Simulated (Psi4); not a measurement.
Pair of molecules, SMILES Cl with SMILES Br (the first has 2 atoms); geometry from B3LYP-D3(BJ)/def2-TZVP, rigid monomers moved along the line of their centres of mass till Cl1···H4 is 2.91 Å.
(charge 0, multiplicity 1):
```
atom   x (Å)    y (Å)    z (Å)
----  ------  -------  -------
Cl    0.5348  -0.4660  -0.2256
H     0.8003   0.7857  -0.1236
Br    0.1419  -0.2978   4.0669
H     0.2198  -0.5805   2.6668
```

Computed with SAPT0/aug-cc-pVDZ (Psi4).

Problem. Give the four SAPT terms and the total, and say what mostly holds the pair together.

Solution. electrostatics -1.32, exchange 1.17, induction -0.44, dispersion -1.00, total -1.59 kcal/mol; the largest attraction is electrostatics.
